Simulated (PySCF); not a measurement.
SMILES C[SiH2]c1ccc([Si](Cl)(Cl)Cl)cc1 (C7H9Cl3Si2), singlet, GFN2-xTB optimised geometry.

```
21

Si    -1.66    -3.34    -5.50
Cl    -3.68    -3.36    -5.55
Cl    -0.98    -2.37    -7.14
Cl    -0.99    -5.25    -5.55
C     -1.06    -2.47    -3.93
C      0.16    -1.79    -3.91
C      0.61    -1.19    -2.75
C     -0.13    -1.23    -1.57
C     -1.35    -1.91    -1.60
C     -1.80    -2.52    -2.75
Si     0.47    -0.37     0.00
C     -0.19     1.41     0.00
H      0.76    -1.74    -4.81
H      1.56    -0.67    -2.76
H     -1.94    -1.96    -0.70
H     -2.75    -3.04    -2.74
H     -0.03    -1.11     1.16
H      1.94    -0.37     0.00
H      0.13     1.95     0.89
H      0.17     1.96    -0.87
H     -1.27     1.43    -0.02
```

Density from PBE0/def2-SVP (PySCF 2.14.0) at that geometry.

Minimum of the electron density along straight lines between bonded atoms, close to the bond critical point (lines longer than 1.1 times the sum of covalent radii, or with two minima, are not listed):

```
bond      length / Å  ρ at the minimum / e bohr⁻³  ∇²ρ there / e bohr⁻⁵  position (fraction from the first atom)
--------  ----------  ---------------------------  --------------------  ---------------------------------------
Si1–Cl2        2.024                        0.099                  0.32                                     0.37
Si1–Cl3        2.024                        0.099                  0.32                                     0.37
Si1–Cl4        2.027                        0.098                  0.31                                     0.37
Si1–C5         1.888                        0.118                  0.30                                     0.38
C5–C6          1.395                        0.304                 -0.75                                     0.50
C6–C7          1.381                        0.314                 -0.81                                     0.50
C7–C8          1.391                        0.307                 -0.77                                     0.50
C8–C9          1.391                        0.307                 -0.77                                     0.50
C5–C10         1.395                        0.304                 -0.75                                     0.50
C9–C10         1.381                        0.314                 -0.81                                     0.50
C8–Si11        1.893                        0.112                  0.34                                     0.62
Si11–C12       1.899                        0.111                  0.31                                     0.38
C6–H13         1.080                        0.285                 -1.10                                     0.63
C7–H14         1.081                        0.284                 -1.08                                     0.63
C9–H15         1.081                        0.284                 -1.08                                     0.63
C10–H16        1.080                        0.285                 -1.10                                     0.63
Si11–H17       1.468                        0.117                  0.33                                     0.49
Si11–H18       1.468                        0.117                  0.33                                     0.49
C12–H19        1.086                        0.272                 -0.97                                     0.62
C12–H20        1.087                        0.272                 -0.97                                     0.63
C12–H21        1.087                        0.272                 -0.97                                     0.63
```
